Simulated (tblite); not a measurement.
Species: C5H11NO2Si.
Bonds: C1–N2 (double), N2–Si3, Si3–C4, C4–O5 (double), C4–O6, O6–C7, C7–C8, C7–C9. Hydrogens: H10, H11 on C1; H12, H13 on Si3; H14 on C7; H15, H16, H17 on C8; H18, H19, H20 on C9.

Computed with GFN2-xTB (tblite), gas phase: L-BFGS steps from a force-field or distance-geometry start until the largest atomic force falls under 0.01 eV/Å.

Step 12: E = -791.4570 eV
```
atom  x, y, z in Å  |  force x, y, z in eV/Å
C1      3.8135    0.3543   -0.6506    0.108  -0.044  -0.060
N2      3.3931   -0.4160    0.2440    0.009   0.107   0.031
Si3     2.1198   -0.1311    1.3793   -0.025   0.062   0.056
C4      0.5567    0.2270    0.3308   -0.027  -0.030  -0.024
O5      0.5745    1.0656   -0.5422   -0.083   0.025  -0.025
O6     -0.4977   -0.5235    0.6272    0.089  -0.008   0.065
C7     -1.7122   -0.3148   -0.1214    0.091  -0.012   0.011
C8     -2.8757   -0.7614    0.7464    0.006   0.012   0.005
C9     -1.6571   -1.0894   -1.4301    0.008  -0.002  -0.071
H10     3.4045    1.3354   -0.9038   -0.016  -0.060   0.075
H11     4.6655    0.0312   -1.2370    0.065  -0.051  -0.173
H12     2.4079    1.1080    2.1009   -0.090  -0.019   0.132
H13     1.9915   -1.3332    2.1852   -0.010  -0.024  -0.021
H14    -1.7698    0.7584   -0.3391   -0.069   0.048  -0.009
H15    -3.8008   -0.5868    0.2053   -0.060  -0.022   0.060
H16    -2.7839   -1.8192    0.9767   -0.005  -0.024  -0.031
H17    -2.8941   -0.2097    1.6808   -0.008   0.058   0.028
H18    -0.8280   -0.7364   -2.0366    0.041  -0.001  -0.028
H19    -1.5313   -2.1527   -1.2420    0.012  -0.005   0.039
H20    -2.5813   -0.9324   -1.9767   -0.036  -0.011  -0.062
```

Step 13: E = -791.4614 eV
```
atom  x, y, z in Å  |  force x, y, z in eV/Å
C1      3.8132    0.3540   -0.6536    0.116  -0.005  -0.092
N2      3.3840   -0.4048    0.2451    0.091   0.026   0.030
Si3     2.1175   -0.1259    1.3827   -0.081   0.005   0.041
C4      0.5583    0.2262    0.3315   -0.108  -0.003  -0.041
O5      0.5721    1.0649   -0.5418   -0.061   0.011  -0.017
O6     -0.4969   -0.5238    0.6296    0.104   0.002   0.030
C7     -1.7093   -0.3140   -0.1222    0.063  -0.034   0.051
C8     -2.8733   -0.7605    0.7469   -0.003   0.002   0.010
C9     -1.6551   -1.0900   -1.4311    0.008   0.015  -0.043
H10     3.4119    1.3368   -0.9106   -0.006  -0.040   0.058
H11     4.6623    0.0185   -1.2384    0.046  -0.043  -0.164
H12     2.3893    1.1063    2.1116   -0.059   0.057   0.178
H13     1.9913   -1.3374    2.1727   -0.010  -0.040   0.008
H14    -1.7666    0.7599   -0.3385   -0.065   0.032  -0.016
H15    -3.8000   -0.5860    0.2055   -0.017  -0.032   0.094
H16    -2.7792   -1.8194    0.9776   -0.019   0.019  -0.045
H17    -2.8899   -0.2095    1.6835   -0.013   0.040  -0.022
H18    -0.8245   -0.7378   -2.0369    0.018  -0.003  -0.030
H19    -1.5286   -2.1536   -1.2418   -0.001   0.015   0.033
H20    -2.5815   -0.9307   -1.9747   -0.001  -0.025  -0.063
```

Step 14: E = -791.4665 eV
```
atom  x, y, z in Å  |  force x, y, z in eV/Å
C1      3.8153    0.3529   -0.6582    0.093   0.022  -0.090
N2      3.3767   -0.3915    0.2470    0.159  -0.048   0.032
Si3     2.1142   -0.1195    1.3862   -0.087  -0.041   0.013
C4      0.5588    0.2253    0.3315   -0.138   0.039  -0.043
O5      0.5678    1.0645   -0.5416   -0.043  -0.002  -0.018
O6     -0.4951   -0.5247    0.6328    0.071   0.012  -0.028
C7     -1.7054   -0.3133   -0.1226   -0.002  -0.041   0.066
C8     -2.8708   -0.7594    0.7475   -0.005  -0.009   0.015
C9     -1.6526   -1.0903   -1.4329    0.009   0.031   0.007
H10     3.4198    1.3370   -0.9163    0.021  -0.011   0.021
H11     4.6597    0.0037   -1.2440    0.009  -0.030  -0.135
H12     2.3676    1.1050    2.1278   -0.036   0.107   0.204
H13     1.9909   -1.3417    2.1587   -0.010  -0.051   0.032
H14    -1.7648    0.7620   -0.3379   -0.044  -0.012  -0.013
H15    -3.8001   -0.5857    0.2076    0.030  -0.036   0.115
H16    -2.7744   -1.8193    0.9780   -0.031   0.054  -0.050
H17    -2.8855   -0.2085    1.6860   -0.015   0.017  -0.070
H18    -0.8201   -0.7397   -2.0381   -0.014  -0.003  -0.027
H19    -1.5253   -2.1542   -1.2409   -0.016   0.039   0.019
H20    -2.5818   -0.9295   -1.9738    0.050  -0.038  -0.052
```

Step 15: E = -791.4724 eV
```
atom  x, y, z in Å  |  force x, y, z in eV/Å
C1      3.8200    0.3511   -0.6642    0.042   0.028  -0.051
N2      3.3735   -0.3771    0.2502    0.191  -0.097   0.035
Si3     2.1100   -0.1118    1.3891   -0.034  -0.053  -0.005
C4      0.5575    0.2245    0.3306   -0.106   0.085  -0.028
O5      0.5617    1.0646   -0.5417   -0.033  -0.005  -0.032
O6     -0.4931   -0.5262    0.6361    0.004   0.020  -0.089
C7     -1.7014   -0.3127   -0.1224   -0.077  -0.034   0.048
C8     -2.8681   -0.7580    0.7483   -0.001  -0.018   0.021
C9     -1.6496   -1.0901   -1.4350    0.008   0.038   0.059
H10     3.4286    1.3364   -0.9210    0.060   0.020  -0.030
H11     4.6568   -0.0135   -1.2545   -0.039  -0.007  -0.087
H12     2.3421    1.1043    2.1516   -0.025   0.099   0.184
H13     1.9903   -1.3457    2.1430   -0.010  -0.055   0.050
H14    -1.7645    0.7644   -0.3369   -0.012  -0.067  -0.004
H15    -3.8009   -0.5860    0.2124    0.064  -0.032   0.112
H16    -2.7696   -1.8182    0.9780   -0.038   0.060  -0.044
H17    -2.8808   -0.2072    1.6879   -0.013   0.002  -0.095
H18    -0.8150   -0.7428   -2.0405   -0.048   0.005  -0.014
H19    -1.5213   -2.1541   -1.2397   -0.032   0.057   0.007
H20    -2.5812   -0.9288   -1.9742    0.100  -0.046  -0.035
```

**Question.** Estimate the geometry and energy of step 16. (The exact step hangs on the optimiser's Hessian estimate; all steps are aligned on step 15, rigid shifts and turns removed.)

**Answer.** E = -791.4780 eV, largest force 0.200 eV/Å
```
atom  x, y, z in Å  |  force x, y, z in eV/Å
C1      3.8261    0.3489   -0.6702   -0.014   0.016   0.005
N2      3.3766   -0.3653    0.2545    0.166  -0.104   0.042
Si3     2.1068   -0.1042    1.3902    0.049  -0.031  -0.001
C4      0.5545    0.2246    0.3291   -0.028   0.114  -0.005
O5      0.5545    1.0651   -0.5426   -0.030   0.006  -0.054
O6     -0.4919   -0.5278    0.6377   -0.055   0.025  -0.119
C7     -1.6994   -0.3123   -0.1218   -0.116  -0.019   0.006
C8     -2.8661   -0.7569    0.7492    0.006  -0.023   0.023
C9     -1.6466   -1.0891   -1.4363    0.003   0.028   0.082
H10     3.4374    1.3353   -0.9246    0.095   0.040  -0.077
H11     4.6534   -0.0296   -1.2681   -0.080   0.019  -0.035
H12     2.3176    1.1042    2.1793   -0.025   0.031   0.113
H13     1.9894   -1.3485    2.1287   -0.008  -0.046   0.055
H14    -1.7656    0.7659   -0.3356    0.015  -0.100   0.002
H15    -3.8020   -0.5870    0.2194    0.063  -0.019   0.079
H16    -2.7660   -1.8162    0.9776   -0.038   0.027  -0.025
H17    -2.8766   -0.2058    1.6882   -0.008   0.003  -0.079
H18    -0.8107   -0.7463   -2.0436   -0.069   0.024   0.009
H19    -1.5177   -2.1527   -1.2385   -0.042   0.054   0.003
H20    -2.5790   -0.9292   -1.9757    0.120  -0.046  -0.024
```

The energy changes by -0.0056 eV. The first-order estimate −F·Δx gives -0.0080 eV and the mean of the old and new forces, exact on a quadratic surface, -0.0057 eV. The step makes an angle of 71° with the force vector and moves no atom by more than 0.037 Å.

The cost below is that of the whole relaxation. On one thread of an Arm Neoverse N1, no GPU (shared host), this took 1.9 s.
